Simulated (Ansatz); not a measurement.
Steps of a relaxation of CH3ClF2OSi (`OC(F)(F)[SiH2]Cl`) with RKS PBE0-D4/def2-TZVP.

```sh
$ ansatz run in.yaml --threads 4 --pin off --events-out ev --progress --plain --max-ram 10444MiB
```

```yaml
crystal:
  periodic: [false, false, false]
  atoms:
    - {symbol: O, position_ang: [1.594978, -0.330768, 0.351461]}
    - {symbol: C, position_ang: [0.274513, -0.628950, 0.273957]}
    - {symbol: F, position_ang: [-0.231573, -0.941592, 1.520416]}
    - {symbol: F, position_ang: [0.068074, -1.774761, -0.489373]}
    - {symbol: Si, position_ang: [-0.739157, 0.794323, -0.553479]}
    - {symbol: Cl, position_ang: [-0.559796, 2.521589, 0.579061]}
    - {symbol: H, position_ang: [2.047158, -1.070310, 0.813036]}
    - {symbol: H, position_ang: [-2.168794, 0.356139, -0.583824]}
    - {symbol: H, position_ang: [-0.196904, 1.027930, -1.928454]}
basis:
  gaussian: {orbitals: def2-TZVP}
hamiltonian: {xc: pbe0, dispersion: d4}
relax: {f_tol: 0.005, max_steps: 150}
```

Positions (Å) and forces (eV/Å) along the path, 8 of 8 steps:

```xyz
9
step=1 energy=-28956.9017 eV
O     1.595   -0.331    0.351   -0.244   -0.808    0.360
C     0.275   -0.629    0.274   -0.097   -0.097    0.038
F    -0.232   -0.942    1.520    0.326    0.057   -0.617
F     0.068   -1.775   -0.489    0.177    0.501    0.471
Si   -0.739    0.794   -0.553   -0.114    0.289    0.022
Cl   -0.560    2.522    0.579   -0.039   -0.533   -0.331
H     2.047   -1.070    0.813   -0.235    0.514   -0.317
H    -2.169    0.356   -0.584    0.320    0.115    0.034
H    -0.197    1.028   -1.928   -0.093   -0.037    0.339
9
step=2 energy=-28956.9379 eV
O     1.588   -0.333    0.353   -0.108   -0.208    0.098
C     0.271   -0.620    0.272   -0.023   -0.238    0.047
F    -0.224   -0.937    1.511    0.094    0.080   -0.242
F     0.075   -1.766   -0.476    0.050    0.211    0.151
Si   -0.744    0.792   -0.558    0.011    0.037    0.005
Cl   -0.557    2.485    0.565   -0.002   -0.011   -0.002
H     2.036   -1.066    0.806   -0.064    0.169   -0.104
H    -2.163    0.366   -0.578    0.084    0.001   -0.019
H    -0.192    1.033   -1.912   -0.042   -0.041    0.066
9
step=3 energy=-28956.9415 eV
O     1.581   -0.332    0.351   -0.003    0.004   -0.001
C     0.268   -0.621    0.270   -0.044   -0.068   -0.009
F    -0.226   -0.933    1.505    0.000    0.009   -0.010
F     0.074   -1.764   -0.473    0.009    0.053    0.031
Si   -0.741    0.796   -0.553    0.015   -0.028   -0.007
Cl   -0.555    2.486    0.571   -0.001    0.010    0.004
H     2.032   -1.061    0.800    0.041   -0.005    0.003
H    -2.151    0.361   -0.582   -0.023    0.007    0.002
H    -0.193    1.022   -1.906    0.006    0.018   -0.013
9
step=4 energy=-28956.9418 eV
O     1.580   -0.333    0.351    0.003   -0.001    0.005
C     0.267   -0.623    0.271   -0.025   -0.017   -0.011
F    -0.226   -0.933    1.506   -0.003    0.004    0.004
F     0.074   -1.765   -0.470    0.003    0.003    0.007
Si   -0.741    0.793   -0.554    0.001    0.003   -0.003
Cl   -0.556    2.484    0.570    0.001    0.004    0.005
H     2.035   -1.060    0.798    0.023    0.003   -0.002
H    -2.153    0.363   -0.584   -0.006    0.000   -0.002
H    -0.192    1.026   -1.906    0.003    0.002   -0.003
9
step=5 energy=-28956.9420 eV
O     1.579   -0.332    0.350    0.000   -0.003    0.004
C     0.265   -0.625    0.272   -0.002    0.007   -0.005
F    -0.227   -0.932    1.508   -0.003    0.000    0.006
F     0.074   -1.767   -0.467    0.000   -0.012   -0.002
Si   -0.741    0.793   -0.555   -0.002    0.009    0.001
Cl   -0.556    2.483    0.572    0.000   -0.003    0.000
H     2.038   -1.058    0.795    0.004    0.004   -0.005
H    -2.154    0.365   -0.586    0.002    0.000   -0.002
H    -0.190    1.027   -1.906    0.001   -0.002    0.002
9
step=6 energy=-28956.9420 eV
O     1.577   -0.331    0.349   -0.002    0.000    0.000
C     0.264   -0.626    0.272    0.006    0.007    0.001
F    -0.227   -0.931    1.509   -0.001    0.000    0.002
F     0.073   -1.770   -0.464   -0.001   -0.007   -0.001
Si   -0.741    0.793   -0.555   -0.002    0.003    0.001
Cl   -0.556    2.481    0.574    0.000   -0.001    0.001
H     2.040   -1.056    0.792   -0.003    0.000   -0.002
H    -2.155    0.367   -0.589    0.002    0.000   -0.002
H    -0.188    1.027   -1.905    0.001   -0.001    0.002
9
step=7 energy=-28956.9420 eV
O     1.578   -0.332    0.346   -0.003    0.001   -0.001
C     0.264   -0.625    0.273    0.001    0.003    0.001
F    -0.225   -0.927    1.511    0.001    0.000    0.000
F     0.071   -1.771   -0.460   -0.001    0.000    0.001
Si   -0.741    0.793   -0.555    0.002   -0.001   -0.001
Cl   -0.560    2.480    0.576    0.000   -0.001    0.000
H     2.041   -1.057    0.788    0.001   -0.002    0.000
H    -2.154    0.366   -0.593    0.000    0.000    0.000
H    -0.185    1.028   -1.903    0.000    0.001    0.000
9
step=8 energy=-28956.9420 eV
O     1.578   -0.333    0.343    0.000   -0.001    0.000
C     0.264   -0.625    0.274    0.000   -0.001    0.000
F    -0.224   -0.923    1.514    0.001    0.001   -0.003
F     0.068   -1.772   -0.456    0.000    0.001    0.000
Si   -0.740    0.793   -0.556   -0.002   -0.004    0.003
Cl   -0.564    2.478    0.579    0.001    0.002   -0.001
H     2.041   -1.059    0.784    0.001    0.000    0.001
H    -2.153    0.364   -0.598   -0.001    0.000   -0.001
H    -0.182    1.031   -1.902    0.001    0.001    0.001
```

Run time 36 s (4 threads of an Arm Neoverse V1 on a shared host); peak host memory 0.62 GiB.
